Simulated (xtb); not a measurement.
xtb input (GFN2-xTB):

```bash
xtb mol.xyz --gfn 2 --sp --chrg 0 --uhf 0
```
mol.xyz:
```
5

Si    -0.80398641     0.00662666    -0.04646328
F     -1.33187058     1.46834700    -0.29064071
F     -1.43957960    -0.53267740     1.28773427
F     -1.29699416    -0.90213644    -1.23221353
Br     1.36776597    -0.01127348     0.07904473
```

Output:

```
           -------------------------------------------------
          |                Calculation Setup                |
           -------------------------------------------------

           -------------------------------------------------
          |                 G F N 2 - x T B                 |
           -------------------------------------------------

        Reference                      10.1021/acs.jctc.8b01176
      * Hamiltonian:
        H0-scaling (s, p, d)           1.850000    2.230000    2.230000
        zeta-weighting                 0.500000
      * Dispersion:
        s8                             2.700000
        a1                             0.520000
        a2                             5.000000
        s9                             5.000000
      * Repulsion:
        kExp                           1.500000    1.000000
        rExp                           1.000000
      * Coulomb:
        alpha                          2.000000
        third order                    shell-resolved
        anisotropic                    true
        a3                             3.000000
        a5                             4.000000
        cn-shift                       1.200000
        cn-exp                         4.000000
        max-rad                        5.000000

          ...................................................
          :                      SETUP                      :
          :.................................................:
          :  # basis functions                  32          :
          :  # atomic orbitals                  30          :
          :  # shells                           12          :
          :  # electrons                        32          :
          :  max. iterations                   250          :
          :  Hamiltonian                  GFN2-xTB          :
          :  restarted?                      false          :
          :  GBSA solvation                  false          :
          :  PC potential                    false          :
          :  electronic temp.          300.0000000     K    :
          :  accuracy                    1.0000000          :
          :  -> integral cutoff          0.2500000E+02      :
          :  -> integral neglect         0.1000000E-07      :
          :  -> SCF convergence          0.1000000E-05 Eh   :
          :  -> wf. convergence          0.1000000E-03 e    :
          :  Broyden damping             0.4000000          :
          :  net charge                          0          :
          :  unpaired electrons                  0          :
          ...................................................

 iter      E             dE          RMSdq      gap      omega  full diag
   1    -20.1751051 -0.201751E+02  0.101E+01    9.17       0.0  T
   2    -20.2671436 -0.920386E-01  0.548E+00    7.65       1.0  T
   3    -20.2782742 -0.111306E-01  0.293E+00    7.86       1.0  T
   4    -20.2757223  0.255191E-02  0.300E+00    7.19       1.0  T
   5    -20.2825536 -0.683131E-02  0.126E+00    7.81       1.0  T
   6    -20.2869698 -0.441614E-02  0.666E-01    7.59       1.0  T
   7    -20.2873001 -0.330315E-03  0.304E-01    7.62       1.0  T
   8    -20.2871660  0.134082E-03  0.341E-01    7.51       1.0  T
   9    -20.2874615 -0.295487E-03  0.973E-02    7.55       1.0  T
  10    -20.2874833 -0.218407E-04  0.478E-02    7.58       1.0  T
  11    -20.2874873 -0.397564E-05  0.227E-02    7.58       2.0  T
  12    -20.2874885 -0.116324E-05  0.422E-03    7.58      10.6  T
  13    -20.2874885 -0.419181E-07  0.486E-04    7.57      92.0  T
  14    -20.2874885 -0.365915E-09  0.221E-05    7.57    2023.7  T

   *** convergence criteria satisfied after 14 iterations ***

         #    Occupation            Energy/Eh            Energy/eV
      -------------------------------------------------------------
         1        2.0000           -0.9747553             -26.5244
       ...           ...                  ...                  ...
        10        2.0000           -0.5722189             -15.5709
        11        2.0000           -0.5633783             -15.3303
        12        2.0000           -0.5633783             -15.3303
        13        2.0000           -0.5619874             -15.2925
        14        2.0000           -0.5166585             -14.0590
        15        2.0000           -0.4712900             -12.8245
        16        2.0000           -0.4712900             -12.8245 (HOMO)
        17                         -0.1929236              -5.2497 (LUMO)
        18                         -0.1789581              -4.8697
        19                         -0.1789581              -4.8697
        20                         -0.0758829              -2.0649
        21                         -0.0140102              -0.3812
       ...                                ...                  ...
        30                          1.0963941              29.8344
      -------------------------------------------------------------
                  HL-Gap            0.2783664 Eh            7.5747 eV
             Fermi-level           -0.3321068 Eh           -9.0371 eV

 SCC (total)                   0 d,  0 h,  0 min,  0.008 sec
 SCC setup                      ...        0 min,  0.000 sec (  1.147%)
 Dispersion                     ...        0 min,  0.000 sec (  0.265%)
 classical contributions        ...        0 min,  0.000 sec (  0.221%)
 integral evaluation            ...        0 min,  0.001 sec ( 15.087%)
 iterations                     ...        0 min,  0.004 sec ( 55.672%)
 molecular gradient             ...        0 min,  0.002 sec ( 26.358%)
 printout                       ...        0 min,  0.000 sec (  1.044%)

         :::::::::::::::::::::::::::::::::::::::::::::::::::::
         ::                     SUMMARY                     ::
         :::::::::::::::::::::::::::::::::::::::::::::::::::::
         :: total energy             -20.229537496264 Eh    ::
         :: gradient norm              0.020515693834 Eh/a0 ::
         :: HOMO-LUMO gap              7.574735212450 eV    ::
         ::.................................................::
         :: SCC energy               -20.287488065752 Eh    ::
         :: -> isotropic ES            0.050593706514 Eh    ::
         :: -> anisotropic ES         -0.002138936502 Eh    ::
         :: -> anisotropic XC         -0.021612183184 Eh    ::
         :: -> dispersion             -0.003348941449 Eh    ::
         :: repulsion energy           0.057950569488 Eh    ::
         :: add. restraining           0.000000000000 Eh    ::
         :: total charge               0.000000000000 e     ::
         :::::::::::::::::::::::::::::::::::::::::::::::::::::

           -------------------------------------------------
          |                Property Printout                |
           -------------------------------------------------

    * Orbital Energies and Occupations

         #    Occupation            Energy/Eh            Energy/eV
      -------------------------------------------------------------
         1        2.0000           -0.9747553             -26.5244
       ...           ...                  ...                  ...
         4        2.0000           -0.8653579             -23.5476
         5        2.0000           -0.6696583             -18.2223
         6        2.0000           -0.5965120             -16.2319
         7        2.0000           -0.5965120             -16.2319
         8        2.0000           -0.5883540             -16.0099
         9        2.0000           -0.5722189             -15.5709
        10        2.0000           -0.5722189             -15.5709
        11        2.0000           -0.5633783             -15.3303
Note: The following floating-point exceptions are signalling: IEEE_DENORMAL
normal termination of xtb
        12        2.0000           -0.5633783             -15.3303
        13        2.0000           -0.5619874             -15.2925
        14        2.0000           -0.5166585             -14.0590
        15        2.0000           -0.4712900             -12.8245
        16        2.0000           -0.4712900             -12.8245 (HOMO)
        17                         -0.1929236              -5.2497 (LUMO)
        18                         -0.1789581              -4.8697
        19                         -0.1789581              -4.8697
        20                         -0.0758829              -2.0649
        21                         -0.0140102              -0.3812
        22                         -0.0140102              -0.3812
        23                          0.0055363               0.1506
        24                          0.0055363               0.1506
        25                          0.0894618               2.4344
        26                          0.0894618               2.4344
        27                          0.4692429              12.7687
       ...                                ...                  ...
        30                          1.0963941              29.8344
      -------------------------------------------------------------
                  HL-Gap            0.2783664 Eh            7.5747 eV
             Fermi-level           -0.3321068 Eh           -9.0371 eV

     #   Z          covCN         q      C6AA      α(0)
     1  14 Si       2.946     0.702   162.534    27.893
     2   9 F        0.706    -0.214    11.392     3.985
     3   9 F        0.706    -0.214    11.392     3.985
     4   9 F        0.706    -0.214    11.392     3.985
     5  35 Br       0.831    -0.060   186.402    22.012

 Mol. C6AA /au·bohr⁶  :       1271.777536
 Mol. C8AA /au·bohr⁸  :      64137.517962
 Mol. α(0) /au        :         61.861234

Wiberg/Mayer (AO) data.
largest (>0.10) Wiberg bond orders for each atom

 ---------------------------------------------------------------------------
     #   Z sym  total        # sym  WBO       # sym  WBO       # sym  WBO
 ---------------------------------------------------------------------------
     1  14 Si   4.561 --     5 Br   1.171     4 F    1.130     2 F    1.130
                             3 F    1.130
     2   9 F    1.264 --     1 Si   1.130
     3   9 F    1.264 --     1 Si   1.130
     4   9 F    1.264 --     1 Si   1.130
     5  35 Br   1.319 --     1 Si   1.171
 ---------------------------------------------------------------------------

Topologies differ in total number of bonds
Writing topology from bond orders to xtbtopo.mol

molecular dipole:
                 x           y           z       tot (Debye)
 q only:        0.424      -0.003       0.024
   full:       -1.012       0.008      -0.058       2.576
molecular quadrupole (traceless):
                xx          xy          yy          xz          yz          zz
 q only:       -0.518       0.006       0.260      -0.045       0.000       0.258
  q+dip:       -6.135       0.076       3.082      -0.533       0.004       3.052
   full:       -5.957       0.074       2.993      -0.517       0.004       2.964

           -------------------------------------------------
          | TOTAL ENERGY              -20.229537496264 Eh   |
          | GRADIENT NORM               0.020515693834 Eh/α |
          | HOMO-LUMO GAP               7.574735212450 eV   |
           -------------------------------------------------

------------------------------------------------------------------------
------------------------------------------------------------------------
 total:
 SCF:
```
